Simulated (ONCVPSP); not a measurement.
# gold, ONCV: configuration errors across variants

Au (Z = 79), optimised norm-conserving Vanderbilt (ONCV), made with ONCVPSP 4.0.1 (LDA (Perdew-Wang 92), scalar-relativistic). Core [Kr] 4d10 4f14, reference 5s2 5p6 5d10 6s1. Waves: 5s+6s: rc 1.25 bohr, ncon 4, nbas 7, qcut 7.6 1/bohr, 2 projectors; 5p: rc 1.10 bohr, ncon 4, nbas 8, qcut 6.1 1/bohr, 2 projectors, debl 3 Ha; 5d: rc 2.15 bohr, ncon 4, nbas 8, qcut 8.8 1/bohr, 2 projectors, debl 3 Ha; f scattering state at 0.14 Ha: rc 1.80 bohr, ncon 5, nbas 9, qcut 7 1/bohr, 2 projectors, debl 2.9 Ha. Local part: polynomial inside 0.85 bohr (lpopt 5, dvloc0 4 Ha). Core correction: none.

All-electron excitation energies from the reference (eV): (1) 5s2 5p6 5d10 6s0 9.767; (2) 5s2 5p6 5d9 6s0 31.269; (3) 5s2 5p6 5d8 6s0 65.440; (4) 5s2 5p6 5d10 6s0 6p1 5.397.

3 further variants failed, have other tests or another functional or relativity, and are left out.

A true bound ghost makes a file unfit for plane-wave use even where its test errors are small: the radial tests pick states by their node count and pass the ghost by.

Errors AE − PS in meV (a dash: test not solved or not reliable):

| change | (1) | (2) | (3) | (4) | bound ghosts | GHOST(+) flags above zero |
| --- | --- | --- | --- | --- | --- | --- |
| base | -2.7 | -5.6 | -13 | -1.0 | s | none |
| d: nproj 1 | -2.7 | -2.7 | +0.8 | -1.0 | s | none |
| d: rc 2.42 | -1.7 | -5.0 | +4.6 | -0.7 | s | d |
| f: qcut 9.2 | -2.7 | -5.6 | -13 | -1.0 | s | none |
| local potential polynomial inside 0.85 bohr (lpopt 5, dvloc0 9.5 Ha) | -3.2 | -6.3 | -15 | -1.3 | none | s, p |
| p: nbas 7 | -2.7 | -5.6 | -13 | -1.0 | s | none |
| core correction Teter function, fcfact 5.25, rcfact 1.45 | -3.7 | -6.3 | -18 | -1.5 | s | none |
| local potential polynomial inside 0.80 bohr (lpopt 5, dvloc0 1 Ha) | -3.1 | -6.2 | -14 | -1.3 | s | p |

Q: Give the same row for: all radii scaled by about 1.33 (s 1.66, p 1.46, d 2.86, f 2.38 bohr); local potential polynomial inside 1.12 bohr (lpopt 5, dvloc0 4 Ha).

A: -3.1, -4.6, +32, -2.0; bound ghosts: none; GHOST(+) flags above zero: s, f.
